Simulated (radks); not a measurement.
The numbers below are computed, except where a source is named.
The holmium ion Ho+, configuration [Kr] 4d10 4f11 5p6 6s1 6p2 (not the ground configuration). Level of theory: scalar-relativistic Kohn-Sham, SCAN, spin-unpolarised, spherical densities, finite nucleus; meta-GGA in the generalised Kohn-Sham scheme; Fermi nuclear charge, rms radius 5.2022 fm (a radial shooting solver on a logarithmic mesh with Libxc functionals). Some entries of the table are withheld. Estimate them.

| orbital | occ. | eigenvalue (Ry) | <r> (bohr) |
|---|---|---|---|
| 1s | 2 | -4085.770 | 0.02074 |
| 2s | 2 | -686.4804 | 0.08804 |
| 2p | 6 | -608.0581 | 0.07806 |
| 3s | 2 | -155.2749 | 0.2295 |
| 3p | 6 | -131.1389 | 0.2287 |
| 3d | 10 | (1) | 0.2079 |
| 4s | 2 | -32.27984 | 0.5192 |
| 4p | 6 | -24.30751 | 0.5504 |
| 4d | 10 | -13.50939 | 0.5974 |
| 5p | 6 | -3.36619 | 1.436 |
| 4f | 11 | -1.79817 | 0.7970 |
| 6s | 1 | (2) | 3.203 |
| 6p | 2 | -0.62146 | 3.918 |

Answer. 
(1) 3d eigenvalue (Ry): -100.5262
(2) 6s eigenvalue (Ry): -0.98571
